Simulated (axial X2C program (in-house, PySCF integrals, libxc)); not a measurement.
## Spin–orbit effects down a group: molecules with Cr, PBE0

All values come from calculations with an axial X2C code built on PySCF integrals, spin-free (one-electron X2C) or two-component (2c: spin–orbit coupling with atomic mean-field Coulomb and Gaunt terms, which also bring small scalar terms), in Dyall basis sets with cores contracted in-house; open shells are unrestricted.

Basis sets: Cr dyall-cv3z, H dyall-v3z, Li dyall-cv3z, Na dyall-cv3z.

```json
{"molecule": "CrH", "spin-free state": "M_S = 5/2, Λ = 0", "Re (Å)": "1.653", "ωe (cm⁻¹)": "1659.6", "De (eV)": "2.16", "2c state": "Ω = 5/2", "Re 2c (Å)": "1.653", "ωe 2c (cm⁻¹)": "1658.5", "De 2c (eV)": "2.16"}
{"molecule": "LiCr", "spin-free state": "M_S = 5/2, Λ = 0", "Re (Å)": "2.684", "ωe (cm⁻¹)": "278.7", "De (eV)": "0.75", "2c state": "Ω = 5/2", "Re 2c (Å)": "2.685", "ωe 2c (cm⁻¹)": "278.5", "De 2c (eV)": "0.75"}
{"molecule": "NaCr", "spin-free state": "M_S = 5/2, Λ = 0", "Re (Å)": "2.948", "ωe (cm⁻¹)": "156.2", "De (eV)": "0.61", "2c state": "Ω = 5/2", "Re 2c (Å)": "2.949", "ωe 2c (cm⁻¹)": "156.1", "De 2c (eV)": "0.61"}
```

Q: Work out the shifts from the spin-free to the two-component result.

A: 

```json
{"molecule": "CrH", "2c state": "Ω = 5/2", "ΔRe (Å)": "0.000", "Δωe (cm⁻¹)": "-1.1", "ΔDe (eV)": "0.00"}
{"molecule": "LiCr", "2c state": "Ω = 5/2", "ΔRe (Å)": "0.001", "Δωe (cm⁻¹)": "-0.2", "ΔDe (eV)": "0.00"}
{"molecule": "NaCr", "2c state": "Ω = 5/2", "ΔRe (Å)": "0.001", "Δωe (cm⁻¹)": "-0.1", "ΔDe (eV)": "0.00"}
```

Shifts of one unit in the last digit are rounding.

Each entry is the lowest single determinant of a limited PBE0 search at one distance. De goes to single-determinant-based atoms at the same level (for ions the charge split of lowest energy) and is withheld (n/a) where an atom does not fit its ground term or J level. Main or longest-lived isotopes. One determinant is a doubtful description, or other states lie close, for CrH, LiCr, NaCr; these need not be ground states, and all values refer to the states named. With several unpaired electrons the Ω given is that of one determinant, not necessarily of the lowest component.
